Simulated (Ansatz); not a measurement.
Program: Ansatz. Geometries: PBE0-D4/def2-TZVP. ΔE: electronic, gas phase. CCSD(T)/CBS is the MP2 limit (def2-TZVPP, def2-QZVPP) plus CCSD(T) − MP2 in def2-TZVPP, frozen cores. Functionals use def2-TZVPP. B3LYP here is the variant with VWN-RPA as its local correlation; programs differ in this. Each species was taken in one conformer, which may not be the lowest.

Reaction (ligand exchange at the Si–C bond): `CC1([SiH3])BC1` + `OB(O)[SiH3]` → `OB([SiH3])O[SiH3]` + `CC1BC1`

`CC1([SiH3])BC1`:

Cartesian coordinates in Å:
```
C 1.583 -0.238 -0.015
C 0.096 0.034 0.135
Si -1.023 -1.145 -0.765
B -0.485 0.625 1.408
C -0.415 1.500 0.165
H 1.846 -1.233 0.352
H 1.895 -0.169 -1.061
H 2.179 0.486 0.549
H -2.445 -0.843 -0.441
H -0.729 -2.550 -0.373
H -0.845 -1.016 -2.240
H -0.706 0.506 2.566
H 0.341 2.284 0.143
H -1.291 1.759 -0.424
```

`OB(O)[SiH3]`:

```xyz
9

O     0.674   -1.588   -0.095
B    -0.202   -0.545   -0.045
O    -1.558   -0.683   -0.087
Si    0.539    1.343    0.105
H     0.280   -2.464   -0.162
H    -1.889   -1.584   -0.154
H     2.026    1.357    0.079
H     0.043    2.188   -1.017
H     0.088    1.975    1.376
```

`OB([SiH3])O[SiH3]`:

Z-matrix (Å, degrees):
```
Si
B 1 2.040
H 1 1.491 2 110.6
H 1 1.491 2 110.6 3 -118.4
H 1 1.486 2 111.5 3 120.8
O 2 1.366 1 123.9 3 59.3
O 2 1.357 1 117.6 3 -120.7
Si 6 1.650 2 134.9 1 -0.0
H 7 0.965 2 112.1 1 -180.0
H 8 1.482 6 108.3 2 120.2
H 8 1.486 6 110.2 2 -0.2
H 8 1.482 6 108.3 2 -120.6
```

`CC1BC1`:

```xyz
11

C    -0.404    0.071   -1.337
C    -0.292   -0.436    0.081
B     1.044   -0.569    0.804
C     0.077    0.534    1.218
H    -1.352    0.595   -1.499
H    -0.341   -0.748   -2.058
H     0.400    0.774   -1.573
H    -1.063   -1.158    0.353
H     2.101   -1.094    0.917
H    -0.483    0.470    2.147
H     0.313    1.562    0.946
```

Problem. Is it downhill or uphill in electronic energy at CCSD(T)/CBS, and by how much? (Estimate.)

Solution. The calculation gave: Downhill: ΔE = -20.2 kcal/mol.

Problem. What do these levels give: PBE-D4, r2SCAN-D4, B3LYP-D4, ωB97X-V, ωB97M-V, PBE0, B3LYP, HF/def2-TZVPP, MP2/def2-TZVPP, CCSD/def2-TZVPP, SCS-MP2/def2-QZVPP, HF/CBS(def2)? (Estimate.)

Solution. The calculation gave: PBE-D4 -17.2, r2SCAN-D4 -20.1, B3LYP-D4 -21.1, ωB97X-V -20.8, ωB97M-V -20.4, PBE0 -19.0, B3LYP -21.9, HF/def2-TZVPP -26.3, MP2/def2-TZVPP -19.7, CCSD/def2-TZVPP -21.2, SCS-MP2/def2-QZVPP -21.2, HF/CBS(def2) -26.7 kcal/mol.

Largest T1 diagnostic among the species: 0.014.

In def2-TZVPP, CCSD(T) changes the Hartree–Fock value by +6.1 kcal/mol (the triples alone add +1.0 kcal/mol) and MP2 by +6.6 kcal/mol. From PBE to PBE0 (25 % exact exchange), in def2-TZVPP and without D4, ΔE moves by −1.3 kcal/mol.
